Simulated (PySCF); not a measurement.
**Vertical excitation energies**

C₅H₁₂SSi.
Numbering: `[CH3:1][CH2:2][Si:3]1([S:4][CH3:5])[CH2:6][CH2:7]1` (hydrogens: H8, H9, H10 on C1; H11, H12 on C2; H13, H14, H15 on C5; H16, H17 on C6; H18, H19 on C7)

Computed with PySCF 2.14.0, density-fitted response routines, TDDFT wB97X-D/def2-SVPD, vertical, gas phase, core orbitals frozen in the response. Isolated species at its GFN2-xTB geometry (one conformer only). Torsions of this conformer, `[CH3:1][CH2:2][Si:3]1([S:4][CH3:5])[CH2:6][CH2:7]1`: C1–C2–Si3–S4 178°, C2–Si3–S4–C5 178°.

| state | E (eV) | ν̃ (cm⁻¹) | f | \|μ\| (D) | main configurations (H = HOMO, L = LUMO) |
| --- | --- | --- | --- | --- | --- |
| S1 | 5.34 | 43100 | 0.0050 | 0.50 | H→L (72%) |
| S2 | 5.97 | 48150 | 0.0081 | 0.60 | H→L+1 (66%), H→L+2 (10%) |
| S3 | 6.31 | 50910 | 0.0003 | 0.11 | H→L+2 (49%), H→L+4 (23%), H→L (11%) |
| S4 | 6.50 | 52430 | 0.092 | 1.93 | H→L+3 (81%), H→L+6 (9%) |
| S5 | 6.72 | 54180 | 0.0009 | 0.19 | H-1→L (45%), H→L+4 (24%) |
| S6 | 7.06 | 56910 | 0.016 | 0.78 | H→L+8 (19%), H→L+4 (13%), H-1→L+1 (13%) |
| S7 | 7.18 | 57900 | 0.012 | 0.66 | H→L+7 (20%), H→L+4 (19%), H→L+5 (12%) |
| S8 | 7.20 | 58060 | 0.012 | 0.67 | H→L+6 (50%), H→L+3 (13%), H-2→L (11%) |

Triplets (Tamm–Dancoff): T1 5.01 eV, H→L (67%), H→L+8 (11%); T2 5.57 eV, H→L+1 (37%), H→L+3 (14%), H→L+2 (11%); T3 5.63 eV, H→L+3 (44%), H→L+6 (16%), H→L+1 (9%).

The lowest singlet lies at 5.34 eV (232 nm, ultraviolet) and is very weak; its leading configuration is HOMO→LUMO (72%). The strongest level in the table is S4 at 6.50 eV (191 nm, f = 0.092). Löwdin shares by element: HOMO sulfur 35%, carbon 34% or more, silicon 16% (atoms not listed hold the other 16%); LUMO sulfur 36%, carbon 17% or more, silicon 14% (atoms not listed hold the other 33%). Orbital energies (eV): HOMO-3 -10.30, HOMO-2 -9.87, HOMO-1 -9.44, HOMO -7.94, LUMO 1.88, LUMO+1 2.18, LUMO+2 2.42. Of the 8 states listed, 4 reach f = 0.01 and 1 stays under 0.0005. The listed states span 1.86 eV, and the widest gap between neighbours is 0.63 eV (S1 to S2). Singlets were solved by full linear response, triplets in the Tamm–Dancoff approximation.
